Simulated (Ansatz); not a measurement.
Relaxation of CH₁₀Si₃ (14 atoms, charge 0, multiplicity 1), to a largest force component of 0.02 eV/Å in at most 40 steps.

Method: Ansatz 0.2.0, RKS PBE0/6-31G.

```xyz
14
Properties=species:S:1:pos:R:3:forces:R:3
Si 0.000 0.000 0.000 -0.74 -0.02 -0.53
Si 0.000 0.000 2.220 -0.10 -0.22 0.80
H -1.315 -0.407 2.707 -0.74 -0.20 0.46
H 1.010 -0.935 2.707 0.56 -0.53 0.44
H 0.305 1.342 2.707 0.19 0.77 0.35
Si 2.094 0.000 -0.739 0.77 -0.15 -0.29
H 2.551 -1.376 -0.908 0.43 -0.76 -0.12
H 2.157 0.694 -2.022 0.16 0.40 -0.78
H 2.951 0.682 0.226 0.62 0.40 0.48
C -0.881 1.526 -0.623 -0.65 0.98 -0.43
H -1.933 1.272 -0.867 0.47 0.35 0.09
H -0.862 2.311 0.162 -0.11 -0.22 -0.55
H -0.370 1.903 -1.534 -0.45 -0.01 0.41
H -0.688 -1.191 -0.486 -0.41 -0.79 -0.32
```

Problem. Where does it end, and by what steps?

Solution. The forces met the threshold. The force dipped under the threshold on the way, but the program's further checks kept it going. Limits of this set-up: no polarisation functions. After 13 steps the energy has fallen by 0.558 eV; H9 moved furthest, 0.71 Å.

| step | energy less start (eV) | largest force component (eV/Å) | accepted |
| --- | --- | --- | --- |
| 0 | 0.0000 | 0.976 | yes |
| 1 | -0.4747 | 0.648 | yes |
| 2 | -0.5131 | 0.375 | yes |
| 3 | -0.5398 | 0.064 | yes |
| 4 | -0.5482 | 0.029 | yes |
| 5 | -0.5345 | 0.560 | no |
| 6 | -0.5495 | 0.094 | yes |
| 7 | -0.5536 | 0.100 | yes |
| 8 | -0.5544 | 0.056 | yes |
| 9 | -0.5562 | 0.005 | yes |
| 10 | -0.5572 | 0.036 | yes |
| 11 | -0.5575 | 0.051 | yes |
| 12 | -0.5578 | 0.043 | yes |
| 13 | -0.5581 | 0.014 | yes |

```xyz
14
Properties=species:S:1:pos:R:3
Si -0.004 0.039 -0.054
Si -0.100 -0.172 2.297
H -1.528 -0.253 2.771
H 0.621 -1.410 2.759
H 0.542 1.018 2.960
Si 2.241 0.088 -0.788
H 2.966 -1.169 -0.387
H 2.313 0.218 -2.288
H 2.970 1.261 -0.185
C -0.945 1.612 -0.634
H -1.992 1.566 -0.319
H -0.493 2.511 -0.205
H -0.915 1.694 -1.725
H -0.659 -1.183 -0.653
```

Time of the run: 65 s on 1 thread of Arm Neoverse V1, with other jobs on the host, peak memory 0.16 GiB.
